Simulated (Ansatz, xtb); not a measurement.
# Two conformers of ClFGaH2NSi

We compare I, `F[Si@@H](Cl)[NH][Ga]`, a singlet, with II, `F[Si@H](Cl)[NH][Ga]`, a singlet. Both are isolated molecules in the gas phase, relaxed with r2SCAN-D4/def2-SVP.

I (Å):

```yaml
atoms:
  - { symbol: Cl, position_ang: [1.4529, -2.8039, 0.3837] }
  - { symbol: F, position_ang: [0.7757, 0.1054, 0.3500] }
  - { symbol: Ga, position_ang: [-0.0419, -3.0097, 3.1307] }
  - { symbol: N, position_ang: [-0.7034, -1.5820, 2.0056] }
  - { symbol: Si, position_ang: [-0.0070, -1.3077, 0.4890] }
  - { symbol: H, position_ang: [-0.8618, -1.4040, -0.7153] }
  - { symbol: H, position_ang: [-1.4762, -0.9907, 2.3144] }
```

II (Å):

```xyz
7

Cl   -3.7757   -1.4768   -1.2091
F    -1.0475   -0.2552   -1.1055
Ga   -0.9220    0.6108    1.7195
N    -1.8109   -1.0263    1.2423
Si   -1.8755   -1.4726   -0.3944
H    -2.2913   -1.5935    1.9415
H    -1.2416   -2.7475   -0.7988
```

Problem. Which of the two would you expect CCSD(T)/def2-SVP + ΔMP2/def2-TZVPP electronic energies to favour?

Solution. Not settled: CCSD(T)/def2-SVP + ΔMP2/def2-TZVPP gives E(II) − E(I) = +0.052 eV, but this leans on the basis-set step: CCSD(T) alone gives +0.037 eV.

Level by level:

```json
{"level": "r2SCAN-D4/def2-SVP", "geometry": "r2SCAN-D4/def2-SVP", "E(II) − E(I) (eV)": "+0.056", "departure from the last row (eV)": "+0.004", "job, with rough time for the two": "optimisation, 31 s"}
{"level": "HF/def2-SVP", "geometry": "r2SCAN-D4/def2-SVP", "E(II) − E(I) (eV)": "−0.002", "departure from the last row (eV)": "−0.054", "job, with rough time for the two": "part of the CCSD(T) run"}
{"level": "MP2/def2-SVP", "geometry": "r2SCAN-D4/def2-SVP", "E(II) − E(I) (eV)": "+0.043", "departure from the last row (eV)": "−0.008", "job, with rough time for the two": "part of the CCSD(T) run"}
{"level": "CCSD(T)/def2-SVP", "geometry": "r2SCAN-D4/def2-SVP", "E(II) − E(I) (eV)": "+0.037", "departure from the last row (eV)": "−0.015", "job, with rough time for the two": "single point"}
{"level": "CCSD(T)/def2-SVP + ΔMP2/def2-TZVPP", "geometry": "r2SCAN-D4/def2-SVP", "E(II) − E(I) (eV)": "+0.052", "departure from the last row (eV)": "", "job, with rough time for the two": "single point, 19 s"}
```

HF/def2-SVP finds them nearly level. The largest departure from CCSD(T)/def2-SVP + ΔMP2/def2-TZVPP is that of HF/def2-SVP, 0.054 eV. Levels run at GFN2-xTB geometries aren't shown. The last row adds to CCSD(T) the change of the MP2 difference between the two basis sets, here +0.015 eV.

With harmonic frequencies from r2SCAN-D4/def2-SVP (ideal gas, rigid rotor, one conformer each, 600 K, 1 atm): the zero-point term adds −0.003 eV; ΔH is +0.051 and ΔG +0.027 eV.

The correlated steps freeze 21 core orbitals; the filled d shell of Ga is correlated, in a basis made for valence electrons. Programs: Ansatz 0.2.0; the last row on 2 threads of Intel(R) Xeon(R) 6975P-C (Granite Rapids) on a shared host.
